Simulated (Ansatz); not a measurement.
Mg5S4I2. Total charge 0; triplet. Geometry PBE-D4/def2-SVP, that of the neutral singlet; atoms count from 1.

```xyz
11

Mg   -1.6162    1.8355    0.0636
Mg    1.2123    0.5081   -2.0632
Mg    1.3044    1.5601    0.7611
Mg   -1.2289   -0.8460    1.8170
Mg    1.2330   -2.0015   -0.0346
S     0.2310    2.5605   -1.2907
S    -0.5934    1.4675    2.2423
S     2.7310   -0.0926   -0.2575
S    -0.1272   -2.8751    1.6249
I    -3.4069   -0.1977   -0.0520
I     0.2609   -1.9188   -2.8109
```

In the def2 sets I takes a core potential; there is no spin–orbit coupling. Single mean-field runs in def2-TZVP are fitted with def2-universal-jkfit. At PBE0-D4/def2-TZVP a singlet of charge 0 lies 3.40 eV below the triplet at the same geometry.

Problem. Estimate the Mulliken populations from the PBE0/def2-TZVP orbitals of Ansatz.

Solution. 
| atom | charge (e) | spin (α − β) |
| --- | --- | --- |
| Mg1 | 0.71 | 0.11 |
| Mg2 | 0.71 | 0.11 |
| Mg3 | 0.73 | 0.10 |
| Mg4 | 0.58 | 0.34 |
| Mg5 | 0.58 | 0.34 |
| S6 | -0.76 | -0.01 |
| S7 | -0.73 | 0.00 |
| S8 | -0.73 | 0.00 |
| S9 | -0.31 | 0.96 |
| I10 | -0.39 | 0.02 |
| I11 | -0.39 | 0.02 |
Mulliken values depend strongly on the basis.

Problem. Where does the spin sit?

Solution. Summed by element: Mg 1.01, S 0.96, I 0.03, of 2 unpaired in all. Largest on single atoms: S9 0.96, Mg5 0.34, Mg4 0.34.

Problem. And the Mayer bond orders between heavy atoms (over 0.3)?

Solution. Mg1–S6 0.72 (2.40 Å); Mg1–S7 0.61 (2.43 Å); Mg1–I10 0.59 (2.71 Å); Mg2–S6 0.72 (2.40 Å); Mg2–S8 0.61 (2.43 Å); Mg2–I11 0.59 (2.71 Å); Mg3–S6 0.50 (2.52 Å); Mg3–S7 0.67 (2.41 Å); Mg3–S8 0.67 (2.41 Å); Mg4–S7 0.69 (2.44 Å); Mg4–S9 0.59 (2.32 Å); Mg4–I10 0.43 (2.94 Å); Mg5–S8 0.69 (2.44 Å); Mg5–S9 0.59 (2.32 Å); Mg5–I11 0.43 (2.94 Å).
